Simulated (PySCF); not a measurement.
CsI, SMILES [I][Cs].

The structure is a stationary point at B3LYP-D3(BJ)/def2-TZVPD. The def2 effective core potentials stand for the cores of Cs, I; spin–orbit coupling is left out.

The numbers are results of TDA-PBE/def2-TZVPD (PySCF), not measurements.

Vertical excitations; the highest root listed may be one member of a degenerate set. The molecule is in vacuum. State labels are in the subgroup C2v.

```
state  symmetry  energy (eV)  λ (nm)      f                                   main pairs
-----  --------  -----------  ------  -----  -------------------------------------------
S1           B2         2.55     486  0.005                   HOMO→LUMO (degenerate set)
S2           B1         2.55     486  0.005                 HOMO−1→LUMO (degenerate set)
S3           A1         2.89     429  0.104                             HOMO−2→LUMO 98 %
S4           B2         3.83     324  0.023                 HOMO→LUMO+1 (degenerate set)
S5           B1         3.83     324  0.023               HOMO−1→LUMO+1 (degenerate set)
S6           A2         3.83     324  0.000  HOMO−1→LUMO+3, HOMO→LUMO+2 (degenerate set)
S7           A1         3.83     324  0.000  HOMO→LUMO+3, HOMO−1→LUMO+2 (degenerate set)
S8           A1         3.83     324  0.009         HOMO−1→LUMO+2 50 %, HOMO→LUMO+3 50 %
S9           A2         3.84     323  0.000         HOMO→LUMO+2 50 %, HOMO−1→LUMO+3 50 %
S10          A1         3.93     316  0.021                           HOMO−2→LUMO+1 97 %
T1           B2         2.52     492      0                   HOMO→LUMO (degenerate set)
T2           B1         2.52     492      0                 HOMO−1→LUMO (degenerate set)
T3           A1         2.69     461      0                            HOMO−2→LUMO 100 %
T4           B2         3.79     327      0                             HOMO→LUMO+1 99 %
```
Triplets are in the Tamm–Dancoff approximation.
